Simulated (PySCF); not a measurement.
# Exercise with solution: entropy of an ideal gas

BrGaH₃N, SMILES [NH2][GaH][Br].

The structure is a stationary point at TPSSh-D3(BJ)/def2-SVP. One conformer was computed; it need not be the lowest.

TPSSh-D3(BJ)/def2-SVP in PySCF gives the harmonic wavenumbers 140, 240, 298, 368, 512, 563, 720, 747, 1522, 2048, 3558, 3667 cm⁻¹ and the rotational temperatures 0.6756, 0.0901, 0.0795 K. The molar mass is 166.66 g/mol, the symmetry number 1, the spin multiplicity 1.

Task: Work out the entropy at 298.15 K and 1 atm in the rigid-rotor, harmonic-oscillator model.

Result: 
Translation (Sackur–Tetrode at 1 atm): S = R[1.5 ln M + 2.5 ln T − 1.16487] = 172.6 J/(mol K).
Rotation: q = (√π/σ) T^1.5/√(θA θB θC) = 131000, S = R[ln q + 3/2] = 110.5 J/(mol K).
Vibration: with u = 1.4388 ν/T, each mode gives R[u/(e^u − 1) − ln(1 − e^−u)]:
| ν (cm⁻¹) | modes | u | S (J/(mol K)) |
|---|---|---|---|
| 140 | 1 | 0.68 | 11.73 |
| 240 | 1 | 1.16 | 7.54 |
| 298 | 1 | 1.44 | 5.98 |
| 368 | 1 | 1.78 | 4.55 |
| 512 | 1 | 2.47 | 2.63 |
| 563 | 1 | 2.72 | 2.17 |
| 720 | 1 | 3.47 | 1.19 |
| 747 | 1 | 3.60 | 1.07 |
| 1522 | 1 | 7.34 | 0.04 |
The stiffer modes add less than 0.005 each. Sum 36.9 J/(mol K).
Spin: R ln 1 = 0.0 J/(mol K).
Total 319.9 J/(mol K); the program's own thermochemistry gives 319.9. Translation makes up 54 % and vibration 12 %. Anharmonicity, hindered rotation and orbital degeneracy are left out.
